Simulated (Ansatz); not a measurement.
The cluster Li7Al3⁺. Total charge 1; doublet. Geometry PBE0-D4/def2-SVP.

```xyz
10

Li    0.943    1.020    2.092
Li   -0.957    0.503   -2.728
Li   -0.550   -2.710   -0.288
Li   -1.275    2.675   -0.055
Li    2.070   -0.945   -1.365
Li   -2.609   -0.186    0.445
Li    1.620    2.200   -1.136
Al    1.549   -1.622    1.242
Al   -0.722   -1.273    2.117
Al   -0.071    0.339   -0.325
```

At HF/def2-TZVP, r2SCAN0-D4/def2-TZVP the charge 1 doublet is spin-contaminated (final ⟨S²⟩ up to 1.62, 0.75 for a pure state). Another isomer (doublet) lies 0.48 eV lower at PBE0-D4/def2-TZVP; other spin states weren't run for this one.

Estimate the α-spin orbital energies around the gap (eV) in Ansatz with HF/def2-TZVP, PBE-D4/def2-SVP, PBE0-D4/def2-SVP, PBE0-D4/def2-TZVP, r2SCAN0-D4/def2-TZVP.


```json
{"orbital": "HOMO−5", "HF/def2-TZVP": "-12.63", "PBE-D4/def2-SVP": "-9.26", "PBE0-D4/def2-SVP": "-10.22", "PBE0-D4/def2-TZVP": "-10.27", "r2SCAN0-D4/def2-TZVP": "-10.36"}
{"orbital": "HOMO−4", "HF/def2-TZVP": "-10.02", "PBE-D4/def2-SVP": "-7.69", "PBE0-D4/def2-SVP": "-8.36", "PBE0-D4/def2-TZVP": "-8.41", "r2SCAN0-D4/def2-TZVP": "-8.44"}
{"orbital": "HOMO−3", "HF/def2-TZVP": "-9.02", "PBE-D4/def2-SVP": "-7.07", "PBE0-D4/def2-SVP": "-7.62", "PBE0-D4/def2-TZVP": "-7.65", "r2SCAN0-D4/def2-TZVP": "-7.67"}
{"orbital": "HOMO−2", "HF/def2-TZVP": "-8.79", "PBE-D4/def2-SVP": "-6.76", "PBE0-D4/def2-SVP": "-7.30", "PBE0-D4/def2-TZVP": "-7.36", "r2SCAN0-D4/def2-TZVP": "-7.37"}
{"orbital": "HOMO−1", "HF/def2-TZVP": "-8.51", "PBE-D4/def2-SVP": "-6.46", "PBE0-D4/def2-SVP": "-7.11", "PBE0-D4/def2-TZVP": "-7.14", "r2SCAN0-D4/def2-TZVP": "-7.27"}
{"orbital": "HOMO", "HF/def2-TZVP": "-7.92", "PBE-D4/def2-SVP": "-6.21", "PBE0-D4/def2-SVP": "-6.68", "PBE0-D4/def2-TZVP": "-6.73", "r2SCAN0-D4/def2-TZVP": "-6.73"}
{"orbital": "LUMO", "HF/def2-TZVP": "-2.72", "PBE-D4/def2-SVP": "-5.43", "PBE0-D4/def2-SVP": "-4.83", "PBE0-D4/def2-TZVP": "-4.88", "r2SCAN0-D4/def2-TZVP": "-4.71"}
{"orbital": "LUMO+1", "HF/def2-TZVP": "-2.47", "PBE-D4/def2-SVP": "-5.13", "PBE0-D4/def2-SVP": "-4.60", "PBE0-D4/def2-TZVP": "-4.65", "r2SCAN0-D4/def2-TZVP": "-4.53"}
{"orbital": "LUMO+2", "HF/def2-TZVP": "-2.42", "PBE-D4/def2-SVP": "-4.99", "PBE0-D4/def2-SVP": "-4.43", "PBE0-D4/def2-TZVP": "-4.51", "r2SCAN0-D4/def2-TZVP": "-4.39"}
{"orbital": "LUMO+3", "HF/def2-TZVP": "-2.21", "PBE-D4/def2-SVP": "-4.71", "PBE0-D4/def2-SVP": "-4.15", "PBE0-D4/def2-TZVP": "-4.18", "r2SCAN0-D4/def2-TZVP": "-4.06"}
{"orbital": "LUMO+4", "HF/def2-TZVP": "-2.02", "PBE-D4/def2-SVP": "-4.65", "PBE0-D4/def2-SVP": "-4.09", "PBE0-D4/def2-TZVP": "-4.15", "r2SCAN0-D4/def2-TZVP": "-4.02"}
{"orbital": "LUMO+5", "HF/def2-TZVP": "-1.95", "PBE-D4/def2-SVP": "-4.24", "PBE0-D4/def2-SVP": "-3.69", "PBE0-D4/def2-TZVP": "-3.70", "r2SCAN0-D4/def2-TZVP": "-3.50"}
{"orbital": "β HOMO", "HF/def2-TZVP": "-7.93", "PBE-D4/def2-SVP": "-6.16", "PBE0-D4/def2-SVP": "-6.65", "PBE0-D4/def2-TZVP": "-6.69", "r2SCAN0-D4/def2-TZVP": "-6.72"}
{"orbital": "β LUMO", "HF/def2-TZVP": "-2.88", "PBE-D4/def2-SVP": "-5.80", "PBE0-D4/def2-SVP": "-5.13", "PBE0-D4/def2-TZVP": "-5.15", "r2SCAN0-D4/def2-TZVP": "-4.95"}
```
